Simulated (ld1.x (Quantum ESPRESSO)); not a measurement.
**What one change does to a pseudopotential (B (Z = 5), RRKJ)**

```
Element                 : boron (B)
Generator               : ld1.x (Quantum ESPRESSO) 7.5
Type                    : norm-conserving RRKJ (Kleinman–Bylander form)
Functional              : PBE
Relativity              : non-relativistic
Frozen core             : [He]
Valence charge          : 3
Reference configuration : 2s2 2p0 (charge +1)
Partial waves           : 2p (bound, empty): rc 2.40 bohr; 2s (bound): rc 1.20 bohr
Local potential         : the s channel
Core correction         : a·sin(br)/r model core, default radius (core density twice the valence density)
```

All-electron outer shells of the reference configuration (PBE, non-relativistic, ld1.x):

```json
{"shell": "2s", "level (eV)": "-19.51", "outermost node (bohr)": "0.46", "outermost maximum (bohr)": "1.44"}
{"shell": "2p", "level (eV)": "-13.37", "outermost node (bohr)": "–", "outermost maximum (bohr)": "1.41"}
```

Change: core correction a·sin(br)/r model core inside 1.08 bohr.

Cutoffs: the cutoffs (Ry, on a coarse ladder) from which the occupation-weighted sum of valence levels, in a spherical-Bessel basis at the reference potential, stays within 10 and 1 mRy of its value at 400 Ry; they do not see the model core or the augmentation charge, which bear on the density cutoff. Errors are all-electron minus pseudo energies relative to the spin-unpolarised reference configuration.

Q: Predict the effect on cutoff, ghosts and configuration errors.

A: The potential gets neither clearly harder nor softer (21 Ry and 60 Ry → 21 Ry and 60 Ry); of the 7 tests that both files solve, the error grows in 0 and shrinks in 2 by more than 15 % and 0.3 meV (median size 43.8 → 42.6 meV); neither file shows a bound ghost. The default core radius of the base comes out at 0.72 bohr. A wider model core is smoother and lowers the density cutoff, which this test does not measure.

```csv
quantity,base,changed
"cutoff, loose",21 Ry,21 Ry
"cutoff, tight",60 Ry,60 Ry
bound ghosts,none,none
"error for 2s2 2p1, meV [ΔE -8.22 eV]",+44,+43
"error for 2s1 2p0, meV [ΔE 25.42 eV]",+24,+18
"error for 2s2 2p0.5, meV [ΔE -5.33 eV]",+18,+18
"error for 2s2 2p1.3, meV [ΔE -8.96 eV]",+53,+51
"error for 2s1 2p2, meV [ΔE -2.38 eV]",+72,+74
"error for 2s0 2p3, meV [ΔE 3.49 eV]",+91,+101
"error for 2s1 2p1, meV [ΔE 6.13 eV]",-1.7,-0.9
s: phases at 2.61 bohr within 0.05 rad from the reference energy up to (Ry; the scan ends near 5),1.3,1.3
p: phases at 2.61 bohr within 0.05 rad from the reference energy up to (Ry; the scan ends near 5),0.8,0.8
```
